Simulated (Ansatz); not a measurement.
The cluster V₂S₃, relaxed as a singlet with RKS PBE-D4/def2-SVP in Ansatz, starting from the GFN1-xTB geometry. Force threshold 0.02 eV/Å.

This restricted singlet of an open-shell metal (gap down to 0.46 eV) wasn't tested against broken symmetry. The relaxation made no stability test and no search for a lower SCF solution. No other spin state of charge 0 was run. Another isomer (singlet) lies 2.66 eV lower at PBE0-D4/def2-TZVP; other spin states weren't run for this one.

Start:

| atom | x (Å) | y (Å) | z (Å) |
| --- | --- | --- | --- |
| V1 | 0.0387 | -2.5683 | -0.0343 |
| V2 | 0.0012 | 0.2602 | -0.1969 |
| S3 | -0.0148 | 2.4097 | 0.2041 |
| S4 | 0.0484 | -1.3129 | -1.7584 |
| S5 | -0.0734 | 1.2113 | 1.7855 |

```
        step  energy (eV)  largest force component (eV/Å)  SCF passes
           1  -83837.9399                           2.742          74
           2  -83838.6519                           1.964          57
           3  -83839.3131                           2.075          50
           4  -83839.8307                           1.093          53
           5  -83840.6266                           2.284          57
6 (rejected)  -83837.0479                          35.375          39
           7  -83840.7359                           1.352          35
           8  -83840.7773                           0.120          34
           9  -83840.7870                           0.162          25
          10  -83840.7892                           0.103          27
          11  -83840.7895                           0.025          28
          12  -83840.7895                           0.004          18
```

Force components are those of the run's own axes.

End:

| atom | x (Å) | y (Å) | z (Å) |
| --- | --- | --- | --- |
| V1 | 0.006 | -1.794 | 0.081 |
| V2 | -0.001 | -0.104 | -0.037 |
| S3 | -0.012 | 2.238 | 0.125 |
| S4 | 0.067 | -1.410 | -2.049 |
| S5 | -0.059 | 1.070 | 1.881 |

By distances, no bond broke or formed. The bond that changes most is V2–S4, from 2.22 to 2.40 Å (atoms count from 1). A close non-bonded pair moves further: V1–V2, from 2.83 to 1.69 Å.

No frequencies were taken in this run, so the end may be a saddle point.

Run time 16 s (4 threads of Arm Neoverse V2 on a shared host).
